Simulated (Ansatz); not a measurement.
Br2ClHOSi, SMILES `O[Si](Cl)(Br)Br` from Hartree–Fock to CCSD(T)

```xyz
6

O    -0.077    0.982    0.948
Si    0.075   -0.079   -0.265
Cl    1.612   -1.368    0.073
Br   -1.761   -1.270   -0.503
Br    0.469    1.090   -2.067
H    -0.318    0.645    1.814
```

Charge 0, multiplicity 1. Correlated methods include outer-core shells of Br, which these sets cover unevenly. Scalar relativity is left out up to krypton. The geometry is a stationary point of PBE0-D4/def2-TZVP. It is one conformer, not always the lowest. Frozen core, restricted reference, Ansatz 0.2.0.

| basis | HF (Eh) | MP2 corr. |
| --- | --- | --- |
| def2-SVP | -5967.98146 | -0.86631 |
| def2-TZVPP | -5968.98249 | -1.08881 |
| def2-QZVPP | -5969.10671 | -1.77592 |

Estimate the CCSD correlation energy and the (T) correction in each basis where they were run (hartree).


| basis | CCSD corr. | (T) |
| --- | --- | --- |
| def2-SVP | -0.88505 | -0.02008 |
| def2-TZVPP | -1.11330 | -0.04258 |
